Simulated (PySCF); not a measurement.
Si(H)3(nPr) (C3H10Si), SMILES CCC[SiH3].

Geometry optimised at B3LYP-D3(BJ)/def2-SVP. One conformer was computed; it need not be the lowest.

The numbers are results of B3LYP/def2-TZVP in PySCF, not measurements.

Symmetry labels are those of the subgroup Cs that the program uses (full group Cs).

Computed valence orbital energies around the gap with their symmetry:
```tsv
orbital	symmetry	energy (eV)
HOMO−7	A'	-11.52
HOMO−6	A'	-10.88
HOMO−5	A"	-10.75
HOMO−4	A'	-9.59
HOMO−3	A"	-9.26
HOMO−2	A'	-9.06
HOMO−1	A"	-9.05
HOMO	A'	-8.28
LUMO	A'	0.43
LUMO+1	A'	1.28
LUMO+2	A'	1.37
LUMO+3	A"	1.43
```
